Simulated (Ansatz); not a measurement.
Born–Oppenheimer molecular dynamics of CH6ClNSi (10 atoms, charge 0, multiplicity 1). It starts at the highest image of a converged band, a first-order saddle point between two minima.

The calculation used Ansatz 0.2.0, UKS LDA/def2-SVP.

```yaml
ensemble: NVE (velocity Verlet)
time_step: 0.5 fs
steps_asked: 200
starting_velocities_drawn_for: 300 K
seed: 10920
```

First frame:

```xyz
10
Properties=species:S:1:pos:R:3
Si -0.961 -0.681 -0.684
Cl -0.542 -2.152 -2.068
N 0.560 -0.158 -0.099
C 0.756 0.883 0.864
H 1.399 -0.603 -0.482
H -1.844 -1.278 0.384
H -1.747 0.409 -1.371
H -0.226 1.281 1.206
H 1.285 0.539 1.786
H 1.320 1.760 0.464
```

Problem. How far do the bonds stretch over the last three quarters of this one trajectory? (Pairs bonded in most of those frames.)

Solution. 
```tsv
bond	mean (Å)	spread (Å)	shortest	longest
Si1–Cl2	2.069	0.027	2.03	2.11
Si1–N3	1.717	0.016	1.69	1.75
Si1–H6	1.508	0.017	1.48	1.54
Si1–H7	1.513	0.030	1.47	1.56
N3–C4	1.430	0.025	1.39	1.47
N3–H5	1.026	0.005	1.02	1.04
C4–H8	1.116	0.030	1.06	1.17
C4–H9	1.120	0.034	1.06	1.18
C4–H10	1.125	0.038	1.07	1.18
```

Mean temperature of the second half: 155 K. The conserved energy stayed within 0.26 meV per atom of its start (net change 0.082 meV per atom), so the integration is sound. The temperature averaged 0.52 of the 300 K drawn at the start: a run that starts near a minimum puts about half its kinetic energy into the potential. A run of 0.1 ps of so small a system gives no equilibrium averages. The orbitals stay closed-shell, which can raise the energy where a bond breaks towards radicals; this wasn't checked here.

Time of the run: 4.5 min on 2 threads of Arm Neoverse V1 (shared host), peak memory 0.14 GiB.
